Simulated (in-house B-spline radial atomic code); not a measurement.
How numerical settings move a run on the mercury ion Hg³⁺, [Xe] 4f14 5d9. Computed with an all-electron radial atomic-structure program (B-spline basis): Dirac-Kohn-Sham PBE0, spherical fractional occupations, Fermi nucleus of rms radius 5.4648 fm.

Command:
```bash
python run_scf.py task.json out
```
Settings of the sound reference run:
```
Z                80
electrons        77
configuration    [Xe] 4f14 5d9
hamiltonian      dirac
method           pbe0
spin_polarised   False
nucleus          fermi
rms_radius       5.4648
mass_number      202
atomic_mass      201.9706
speed_of_light   137.036
knot_spacing     0.22
spline_order     8
gauss_points     12
box_radius       16.22
max_iterations   70
damping          0.5
damped_steps     3
diis_vectors     10
tolerance        1e-08
start            Thomas-Fermi
```

Time taken, with all properties: 1.7 s on 1 thread of Arm Neoverse V1, with other jobs on the host.

It converges in 9 iterations to -19654.004559 hartree, with 5d5/2 at -43.3006 eV. The other runs change the listed settings, some to values that make no sense; their results aren't properties of the atom or ion. Radii are in bohr (the nuclear one in fm), a minus after a letter asks for a j subshell, and «unchanged» means within 1e-8 hartree. The run stops when the residual is below 10 × tolerance × max(1, Z/10), or a noise floor if that is larger, and the energy moves by less than 1e-8 × √|E| hartree; so very loose and very tight tolerances often act alike.

| changed settings | outcome |
| --- | --- |
| knot_spacing = 1.4 | converged in 11 iterations, energy +2.00e+03 hartree from the reference, 5d5/2 level -2.7e+01 eV (the program warns: 5d5/2 reaches the box edge; 1s1/2 reaches the box edge) |
| knot_spacing = 0.15 | converged in 9 iterations, energy -4.20e-06 hartree from the reference, 5d5/2 level -1.3e-06 eV |
| knot_spacing = 0.55, spline_order = 4, box_radius = 0.65, max_iterations = 75 | converged in 8 iterations, energy +1.30e+03 hartree from the reference, 5d5/2 level +2.2e+03 eV (the program warns: 5d5/2 has a positive eigenvalue: unbound, held by the box; 4s1/2 has a positive eigenvalue: unbound, held by the box) |
| knot_spacing = 0.55 | converged in 10 iterations, energy +2.20e+00 hartree from the reference, 5d5/2 level -7.4e-02 eV (the program warns: 4s1/2 reaches the box edge; 5s1/2 reaches the box edge) |
| knot_spacing = 0.1 | converged in 9 iterations, energy -4.54e-06 hartree from the reference, 5d5/2 level -1.8e-06 eV |
| spline_order = 5, gauss_points = 16, max_iterations = 75, damped_steps = 1, start = bare nucleus | converged in 11 iterations, energy +5.51e-04 hartree from the reference, 5d5/2 level -6.1e-05 eV |
| first_knot = 0.00125 | converged in 9 iterations, energy +5.92e-01 hartree from the reference, 5d5/2 level -2.3e-04 eV |
| knot_spacing = 0.4 | converged in 10 iterations, energy +1.51e-02 hartree from the reference, 5d5/2 level -4.2e-04 eV |
| first_knot = 0.00375 | converged in 9 iterations, energy -1.24e+00 hartree from the reference, 5d5/2 level -5.8e-04 eV |
| box_radius = 0.97, max_iterations = 75, start = bare nucleus | converged in 9 iterations, energy +2.55e+02 hartree from the reference, 5d5/2 level +6.0e+02 eV (the program warns: 5d5/2 has a positive eigenvalue: unbound, held by the box; 5s1/2 has a positive eigenvalue: unbound, held by the box) |
| first_knot = 1.25e-06 | converged in 9 iterations, energy -7.23e-07 hartree from the reference, 5d5/2 level +2.1e-06 eV |
| first_knot = 0.0125 | converged in 9 iterations, energy +1.07e+01 hartree from the reference, 5d5/2 level -1.8e-02 eV |
| max_iterations = 5, start = bare nucleus | not converged after 5 iterations, last residual 3.3e-01, last energy +3.29e+00 hartree from the reference |
| electrons = 80, configuration = [Xe] 4f14 5d9 6s3, max_iterations = 60 | stopped with error: shell 6s holds at most 2 electrons |
| knot_spacing = 0.75 | converged in 10 iterations, energy +6.96e+01 hartree from the reference, 5d5/2 level -2.0e+00 eV (the program warns: 5d5/2 reaches the box edge; 3s1/2 reaches the box edge) |
| first_knot = 1.25e-05 | converged in 9 iterations, energy +1.84e-06 hartree from the reference, 5d5/2 level -8.0e-07 eV |

Question: What happens with knot_spacing = 2?

Answer: Converged in 9 iterations, energy +3.62e+03 hartree from the reference, 5d5/2 level -4.1e+01 eV (the program warns: 1s1/2 reaches the box edge; 2s1/2 reaches the box edge).

Question: What happens with knot_spacing = 1?

Answer: Converged in 9 iterations, energy +8.00e+01 hartree from the reference, 5d5/2 level -1.6e+00 eV (the program warns: 4p1/2 reaches the box edge; 4p3/2 reaches the box edge).

Question: What happens with knot_spacing = 0.3?

Answer: Converged in 9 iterations, energy +1.50e-04 hartree from the reference, 5d5/2 level +2.2e-05 eV.

Question: What happens with first_knot = 0.0375?

Answer: Converged in 9 iterations, energy +1.15e+02 hartree from the reference, 5d5/2 level -2.0e-01 eV.
